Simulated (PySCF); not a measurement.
# Dipole moment and polarisability of `CCC(F)(F)[SiH2]CF`

Species: C₄H₉F₃Si.
Cartesian coordinates in Å at the GFN2-xTB level; atoms count from 1:
```
atom  x, y, z in Å
C1    -2.289    0.189    0.616
C2    -1.604    0.133   -0.740
C3    -0.193   -0.420   -0.639
F4     0.369   -0.411   -1.899
F5    -0.248   -1.756   -0.313
Si6    1.048    0.446    0.577
C7     2.752   -0.258    0.066
F8     3.742    0.275    0.867
H9    -1.787    0.895    1.274
H10   -2.278   -0.792    1.084
H11   -3.323    0.504    0.498
H12   -2.173   -0.505   -1.422
H13   -1.535    1.129   -1.180
H14    0.709    0.049    1.942
H15    0.974    1.888    0.341
H16    3.020   -0.011   -0.966
H17    2.809   -1.344    0.185
```

Level: wB97X-D/def2-SVPD (PySCF), static field, nuclei fixed, core orbitals frozen in the response. The polarisability tensor in these axes (au):

```
x   88.42 -0.65  0.85
y   -0.65 69.84  2.20
z    0.85  2.20 73.13
```

Task: Diagonalise the tensor; give its mean and Δα, where Δα² is half the sum of the squared differences of the eigenvalues.

Result: Principal values 68.69, 74.22 and 88.49 au; mean 77.13 au = 11.43 Å³ = 12.72 × 10⁻⁴⁰ C²·m²/J; Δα = 17.69 au (23 % of the mean).

Task: What is the dipole moment, and where does it point?

Result: (-2.16, 1.05, 0.29) D, 2.42 D in size, pointing from the negative to the positive side. Measured along this direction, the outermost atoms are F8 and H17 at the negative end and H11 at the positive end.

Task: Refractivity n − 1 of an ideal gas of it at 350 K and 1 atm, from the electronic α?

Result: N = p/kT = 2.0968 × 10¹⁹ cm⁻³, so n − 1 = 2π × N × 11.43 × 10⁻²⁴ cm³ = 1506 × 10⁻⁶ at long wavelengths.

Task: Rayleigh depolarisation ratio (linearly polarised light, static tensor)?

Result: ρ = 3Δα²/(45ᾱ² + 4Δα²) = 938.7/(267733 + 1251.6) = 0.00349.

Task: What molar refraction does this α imply?

Result: Lorentz–Lorenz: R = (4π/3)N_A α = 2.5225 cm³/(mol·Å³) × 11.43 Å³ = 28.8 cm³/mol, in the limit of long wavelengths.

Task: Find the Langevin capture rate constant for O2+ (31.990 u) meeting this molecule (142.043 u), k = 2.342 × 10⁻⁹ cm³/s × √(α in Å³ / reduced mass in u).

Result: The reduced mass is 26.11 u, so k = 1.55 × 10⁻⁹ cm³/s. The formula leaves out the permanent dipole, which adds to the capture rate.

Task: Sum over states: ᾱ = Σ f/ω², ω in Eh. What share falls to these 8 lowest TDDFT singlets (eV, f)? 7.75, 0.0187; 8.04, 0.0250; 8.33, 0.0532; 8.49, 0.0234; 8.71, 0.0064; 8.79, 0.0043; 9.01, 0.2549; 9.28, 0.0020.

Result: They add up to 3.77 au, 4.9 % of the 77.13 au; the largest single term is 2.32 au, from the state at 9.01 eV. Terms in order: 0.23, 0.29, 0.57, 0.24, 0.06, 0.04, 2.32, 0.02 au. Higher excitations give the rest. The strengths listed sum to 0.388.

The structure is a single GFN2-xTB conformer in the gas phase; no vibrational or solvent corrections.

wB97X-D is run here without its empirical dispersion term; that term would change no orbital, density or response property at a fixed geometry.
